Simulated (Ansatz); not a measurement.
Species: C2H4B, charge 0, doublet. C2H4B (SMILES C=C[BH], doublet).
B3LYP-D3(BJ)/def2-TZVP minimum from Ansatz (a program for electronic structure):
```xyz
7

B      0.0320    -0.0021     1.4309
H      0.1186     0.1983     2.5791
C     -0.1025    -0.3448     0.0551
C      0.0765     0.3400    -1.1331
H     -0.4199    -1.3921    -0.0305
H     -0.0903    -0.1420    -2.0851
H      0.3878     1.3751    -1.1494
```
Charge 0, spin multiplicity 2.

Atomisation energy term by term, kcal/mol (programs: Ansatz). Open shells are spin-unrestricted; no spin-orbit coupling. Correlated methods leave the cores frozen. Rows without X2C or -DK are non-relativistic. CBS(X,Y): correlation extrapolated as X^-3, Hartree-Fock from the larger set. A bracket is a step between two methods taken in the basis named. 'core' is core correlation in cc-pwCVTZ, 'X2C' scalar relativity in cc-pVTZ-DK, both at CCSD(T). Where a partner has so few electrons that a lower coupled-cluster level is exact, that level stands in. The UHF reference of C2H4B ([BH]C=C, doublet) is spin-contaminated (<S^2> up to 0.17 over the pure value in the sets run).

```json
[
 {"term": "Hartree-Fock", "basis": "cc-pVQZ", "kcal/mol": "484.77"},
 {"term": "CCSD correlation", "basis": "CBS(cc-pVTZ,cc-pVQZ)", "kcal/mol": "130.64"},
 {"term": "(T)", "basis": "CBS(cc-pVTZ,cc-pVQZ)", "kcal/mol": "9.13"},
 {"term": "CCSDT(Q) - CCSD(T)", "basis": "cc-pVDZ", "kcal/mol": "0.79"},
 {"term": "core correlation", "basis": "cc-pwCVTZ", "kcal/mol": "3.30"},
 {"term": "scalar relativity", "basis": "X2C, cc-pVTZ-DK", "kcal/mol": "-0.40"},
 {"term": "sum: De", "basis": "", "kcal/mol": "628.2"}
]
```
